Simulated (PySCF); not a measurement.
## Unknown compound

An unknown has the formula C4H5Cl3. Its calculated NMR data are:

¹H NMR (500 MHz, computed): δ 6.19 (s, 1H), 1.56 (m, 2H), 1.18 (m, 2H).

¹³C{¹H} NMR (computed): δ 90.2 (CH), 54.2 (C), 18.2 (CH2).

Non-relativistic Hamiltonian, in vacuum, one conformer, equivalent nuclei averaged. Geometry: GFN2-xTB; shieldings: GIAO PBE0/pcSseg-1; PySCF 2.14.0 with density-fitted response routines.

Scale: ¹H (σ = 31.72 ppm) and ¹³C (σ = 186.93 ppm) against TMS (reference shieldings calculated alike).

Task: What is the structure?

Result: 
- Rings plus π bonds: 1 (1 ring in the answer).
- 3 carbon signals for 4 carbons: some carbons are equivalent by symmetry or fast rotation.
- Carbon types of the structure: 1 × C, 1 × CH, 2 × CH2, which accounts for all hydrogens.
- δC 90.2: sp3 CH bonded to 2 Cl; 2 electronegative neighbours deshield it.
- δC 54.2, 18.2: three-membered-ring carbon.
- δH 6.19: hydrogen on an sp3 CH bonded to 2 Cl; its carbon carries Cl, hence the downfield position.
- δH 1.56, 1.18: hydrogen on a three-membered-ring carbon; cyclopropane-type protons are shielded by the ring.

These data were computed for `InChI=1S/C4H5Cl3/c5-3(6)4(7)1-2-4/h3H,1-2H2`.

The shifts were computed for this structure.

Carbons that carry Cl, above all several Cl atoms, come out too deshielded, partly because spin–orbit coupling is missing. Shifts are as computed. Against solution values, carbons near 30 ppm lie about +3 ppm off and those near 130 ppm about +5 ppm; carbons on Cl a further +6 ppm. Of 1211 compounds with measured shifts, 218 miss one by over three times the rms of a fit or turn the order of signals round; such compounds aren't used in these exercises. Multiplicities follow the n + 1 count of equivalent neighbours, as no J values were calculated; m marks all less simple cases, F and P coupling included.
